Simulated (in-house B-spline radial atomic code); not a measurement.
## S⁶⁺: [He] 2s2 (2p1/2)2 (2p3/2)2 3s2 (with a hole in an inner shell)

Level of theory: Dirac-Hartree-Fock, average of the jj configuration, Fermi nucleus of rms radius 3.2611 fm; calculated with a B-spline radial code for spherical atoms.

Effective charges: Z_r = [3n² - l(l+1)]/(2<r>) from the radius, Z_e = n√(-2ε) from the energy, and Slater's rules. Values are occupation-weighted means over j.

```
shell  electrons   ε (eV)  <r> (bohr)    Z_r    Z_e  Slater
   1s          2  -2697.7     0.09647  15.55  14.08   15.70
   2s          2  -390.82       0.451  13.30  10.72   12.55
   2p          4  -338.12      0.4074  12.27   9.97   12.55
   3s          2  -114.77       1.275  10.59   8.71    8.55
```

The least bound orbital is 3s1/2 at -114.8 eV, and it is also the most diffuse (<r> = 1.275 bohr). The part-filled 2p shell lies below the filled 3s shell in orbital energy.

For the 1s electron the small component carries 0.325 % of the norm, the zero-frequency Breit interaction raises the level by 1.722 eV, self-energy by 0.7681 eV, and vacuum polarisation lowers it by 0.05079 eV.
